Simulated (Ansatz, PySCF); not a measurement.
C4H4N, SMILES C1=C[N]C=C1 (connectivity only; charge and spin as stated), charge -1, multiplicity 1. Atoms are numbered in the order given.

```xyz
9

C      0.0000    -0.7112    -0.9531
C      0.0000    -1.0836     0.4045
N      0.0000     0.0000     1.2284
C      0.0000     1.0836     0.4045
C      0.0000     0.7112    -0.9531
H      0.0000    -1.3757    -1.8203
H      0.0000    -2.0989     0.8128
H      0.0000     2.0989     0.8128
H      0.0000     1.3757    -1.8203
```
Charge -1, spin multiplicity 1.

Geometry: B3LYP-D3(BJ)/def2-SVPD. The spin state was assumed, not searched. The isomer is the one that the SMILES or the coordinates give; other isomers of the formula were not compared.

Estimates of the vertical detachment energy (IE) of the anion in eV. Rows of orbital energies are one-electron estimates, which approximate functionals can put far too low.

```tsv
level	IE
−ε(HOMO), −ε(LUMO), M06-2X/def2-SVPD (PySCF)	…
ΔSCF, ωB97X-V/def2-TZVPD (Ansatz), final states of multiplicity 2	2.21
```

Q: Complete the blanks. (An estimate is asked for; the answer gives what the named calculation found.)

A: 
- −ε(HOMO), −ε(LUMO), M06-2X/def2-SVPD (PySCF), IE: 1.26

Q: What vertical singlet–triplet gap does ΔSCF give with ωB97X-V/def2-TZVPD (Ansatz, a quantum-chemistry and plane-wave program)? (The exact figures need the calculation; the answer reports its results.)

A: 3.85 eV (triplet above singlet where positive).
